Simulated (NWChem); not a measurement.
System: CH₃ISSe; SMILES CS[Se]I

Here is an NWChem input.

```
start job
memory heap 200 mb stack 900 mb global 1100 mb
geometry units angstroms noautoz
  Se     0.965035     0.718057    -0.122634
  I     -0.152744    -1.592060     0.062457
  S     -0.495515     2.117134     0.632652
  C     -1.578505     2.419938    -0.788867
  H     -1.012843     2.813098    -1.643824
  H     -2.311299     3.170237    -0.454560
  H     -2.108428     1.498730    -1.069086
end
basis spherical
  * library def2-svp
end
ecp
  I library def2-ecp
end
dft
  xc xcamb88 1.00 lyp 0.81 vwn_5 0.19 hfexch 1.00
  cam 0.33 cam_alpha 0.19 cam_beta 0.46
  iterations 150
  vectors input atomic output neutral.movecs
end
task dft energy
charge 1
dft
  odft
  mult 2
  vectors input atomic output cation.movecs
end
task dft energy
```

Structure relaxed at the PBE0/def2-SVP level. No frequency run checked for a minimum. def2 effective core potentials on I; no spin-orbit coupling.

Ions are spin-unrestricted doublets at the neutral geometry; other ion states weren't tried.

Problem. Predict the main results of this run. (CAM-B3LYP/def2-SVP with def2 effective core potentials on I, vertical spin-unrestricted ions.) Quantities: vertical ionisation energy, ΔSCF (eV); −ε(HOMO) (eV).

Solution. 
```
Property                               Value
-------------------------------------  -----
vertical ionisation energy, ΔSCF (eV)   8.76
−ε(HOMO) (eV)                           7.84
```
